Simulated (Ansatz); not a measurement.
CH9FO2Si3, singlet, geometry from GFN2-xTB, with bond 10-4 at 1.8 times its length; CASSCF(4,6)/STO-3G (Ansatz, a quantum-chemistry and plane-wave program).

Ansatz was given this input:
Ansatz 0.2 input:
```yaml
crystal:
  periodic: [false, false, false]
  atoms:
    - {symbol: Si, position_ang: [1.69557369, -0.90090071, 0.60431312]}
    - {symbol: F, position_ang: [3.29342048, -0.77203255, 0.60921600]}
    - {symbol: O, position_ang: [1.16377475, 0.58926298, 0.34742363]}
    - {symbol: Si, position_ang: [0.09492592, 1.69773104, -0.16549259]}
    - {symbol: O, position_ang: [-1.24605055, 0.96489924, -0.68005664]}
    - {symbol: Si, position_ang: [-2.21788643, -0.31427696, -0.94412468]}
    - {symbol: C, position_ang: [-2.32244509, -1.39676837, 0.60937474]}
    - {symbol: H, position_ang: [1.31571096, -1.31870788, 1.94215449]}
    - {symbol: H, position_ang: [1.36708758, -1.78759541, -0.49707550]}
    - {symbol: H, position_ang: [-0.52772032, 3.12890938, 1.93680369]}
    - {symbol: H, position_ang: [0.68980603, 2.36755523, -1.31027933]}
    - {symbol: H, position_ang: [-1.65744486, -1.06617194, -2.07076317]}
    - {symbol: H, position_ang: [-3.49873010, 0.31352328, -1.27196699]}
    - {symbol: H, position_ang: [-2.66527960, -0.82315220, 1.46689861]}
    - {symbol: H, position_ang: [-1.35137191, -1.81537421, 0.86399738]}
    - {symbol: H, position_ang: [-3.01328129, -2.22304900, 0.47071434]}
basis:
  gaussian:
    orbitals: STO-3G
hamiltonian:
  xc: hf
magnetization: {spin_polarized: false}
correlation: {active_space: {window: {electrons: 4, orbitals: 6}}}
```

Q: Predict the main parts of the log of this Ansatz run.

A: 
```
Functional definition: HF
701 factors; integrals over basis functions are off by at most 4.6e-5 eV
mean field evaluation 1: about -31153.8216 eV, gradient 3.3e1 eV
mean field evaluation 2: about -31153.9662 eV, gradient 3.3e1 eV
mean field evaluation 4: about -31159.1976 eV, gradient 2.3e0 eV
mean field evaluation 8: about -31159.2270 eV, gradient 4.5e-2 eV
mean field evaluation 16: about -31152.5593 eV, gradient 8.4e-2 eV
mean field -31159.22700813 eV, -1145.0804720662 hartree, gradient 1.5e-6 eV, S^2 0.000000; 1 other end points of the search recorded, 0 dependent functions left out
reference -31159.22700813 eV, -1145.0804720662 hartree; 41, 41 occupied and 15, 15 virtual orbitals, 701 factors
state -31162.16971664 eV, -1145.1886146093 hartree
2 active orbitals were swapped for others, from the solution at -31162.09356131 eV, -1145.1858159524 hartree to that at -31162.11681522 eV, -1145.1866705181 hartree; typed "places" are swapped only where nearly empty or full, and so, without "given_window_search", are "orbital_numbers", "shells" and a window whose orbitals a file names under [Active]
2 active orbitals were swapped for others, from the solution at -31162.11681522 eV, -1145.1866705181 hartree to that at -31162.16971664 eV, -1145.1886146093 hartree; typed "places" are swapped only where nearly empty or full, and so, without "given_window_search", are "orbital_numbers", "shells" and a window whose orbitals a file names under [Active]
Total energy: -31162.16971664 eV, -1145.1886146093 hartree
```
